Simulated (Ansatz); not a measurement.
BeCl$_{2}$, singlet, at a GFN2-xTB geometry (such geometries of metal compounds can be far from the true shape), atoms displaced at random by about 0.02 Å a coordinate. Base run: B3LYP/3-21G run with Ansatz (a program for electronic structure).

The Ansatz input:
Ansatz 0.2 input:
```yaml
crystal:
  periodic: [false, false, false]
  atoms:
    - {symbol: Be, position_ang: [0.02266056, -0.00120888, -0.00205710]}
    - {symbol: Cl, position_ang: [0.04816885, 0.03540951, 1.76855121]}
    - {symbol: Cl, position_ang: [-0.00121063, 0.01356769, -1.76604104]}
basis:
  gaussian:
    orbitals: 3-21G.json
hamiltonian:
  xc: b3lyp
relax: {}
```
The basis file holds 3-21G in the JSON format of the Basis Set Exchange.

Variants of this job, named by their change:

| change | ΔE vs base (µEh) | optimiser steps |
|---|---|---|
| base | 0.0 | 4 |
| relax = f_tol: 0.002 | 0.0 | 4 |
| relax = f_tol: 0.05 | 2.9 | 3 |
| relax = max_displacement: 0.5 | 0.0 | 4 |
| relax = f_tol: 0.1 | 2.9 | 3 |
| relax = escape_saddle: false | 0.0 | 4 |
| relax = max_displacement: 0.02 | 0.0 | 5 |
